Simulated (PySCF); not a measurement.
**Electron correlation in Ne (neon, neutral)**

[Ne], closed-shell 1S. Computed with PySCF 2.14 in cc-pVDZ, with the non-relativistic Hamiltonian (point nucleus). Frozen: 1s2; 8 electrons correlated.

MP2 pair energies summed by pair of shells (mhartree):

```
 pair   energy  share (%)
2p-2p  -140.14       75.5
2s-2p   -38.11       20.5
2s-2s    -7.27        3.9
```

Total MP2 correlation energy: -185.52 mhartree.

Same-spin part -50.78 and opposite-spin part -134.75 mhartree; SCS-MP2 scales them by 1/3 and 6/5 to -178.62 mhartree.

```
  level  correlation energy (mhartree)
   CCSD                        -189.02
    (T)                          -1.04
CCSD(T)                        -190.06
```

Diagnostics: T1 = 0.0023, D1 = 0.0036, largest double amplitude 0.042.

Cost of the coupled-cluster step: 0.04 s of wall time on 1 thread of Intel(R) Xeon(R) Platinum 8375C CPU @ 2.90GHz (shared host), for 8 correlated electrons.

Iterations:

```
CC2 = 0
CCSD nocc = 4, nmo = 13
frozen orbitals [0]
max_cycle = 100
direct = 0
conv_tol = 1e-08
conv_tol_normt = 1e-06
diis_space = 8
diis_start_cycle = 0
Init t2, MP2 energy = -128.674298831912  E_corr(MP2) -0.185523280170934
Init E_corr(CCSD) = -0.185523280170949
cycle = 1  E_corr(CCSD) = -0.187444825127786  dE = -0.00192154496  norm(t1,t2) = 0.0108754
cycle = 2  E_corr(CCSD) = -0.188723351938599  dE = -0.00127852681  norm(t1,t2) = 0.00276682
cycle = 3  E_corr(CCSD) = -0.188973971348083  dE = -0.000250619409  norm(t1,t2) = 0.000751285
cycle = 4  E_corr(CCSD) = -0.189019738665776  dE = -4.57673177e-05  norm(t1,t2) = 0.0001268
cycle = 5  E_corr(CCSD) = -0.189016637739672  dE = 3.1009261e-06  norm(t1,t2) = 1.18385e-05
cycle = 6  E_corr(CCSD) = -0.189016718101228  dE = -8.03615567e-08  norm(t1,t2) = 8.48226e-07
cycle = 7  E_corr(CCSD) = -0.189016705586966  dE = 1.25142621e-08  norm(t1,t2) = 4.70137e-08
cycle = 8  E_corr(CCSD) = -0.189016705308312  dE = 2.78654377e-10  norm(t1,t2) = 2.22271e-09
CCSD converged
E(CCSD) = -128.6777922570489  E_corr = -0.1890167053083119
CCSD(T) correction = -0.00104400270894914
```
